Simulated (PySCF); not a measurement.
BiI2, SMILES [I][Bi][I], multiplicity 2.

Geometry: PBE0-D3(BJ)/def2-SVP. The spin state was assumed, not searched. The isomer is the one that the SMILES or the coordinates give; other isomers of the formula were not compared. The def2 effective core potentials stand for the cores of Bi, I; spin–orbit coupling is left out.

Two levels are set side by side: PBE/def2-TZVPD (PySCF) and CAM-B3LYP/def2-TZVPD (PySCF). Same geometry, gas phase. Differences are taken from unrounded values.

```csv
quantity,CAM-B3LYP
α-spin orbital gap (eV),5.42
β-spin orbital gap (eV),6.02
dipole moment (D),2.84
mean polarisability (bohr³),126.1
```

Question: What does PBE give, and how far is it from CAM-B3LYP? (An estimate is asked for; the answer gives what the named calculation found.)

Answer: 
| quantity | PBE | PBE minus CAM-B3LYP |
|---|---|---|
| α-spin orbital gap (eV) | 1.70 | -3.72 |
| β-spin orbital gap (eV) | 2.31 | -3.71 |
| dipole moment (D) | 2.37 | -0.47 |
| mean polarisability (bohr³) | 132.5 | 6.4 |

Loosely held outer electrons make PBE densities more polarisable. Differences between two approximate levels are no errors against the true value.

Rough cost on one machine, each run with all the roots and properties that it gave: CAM-B3LYP against PBE within a factor of 2.
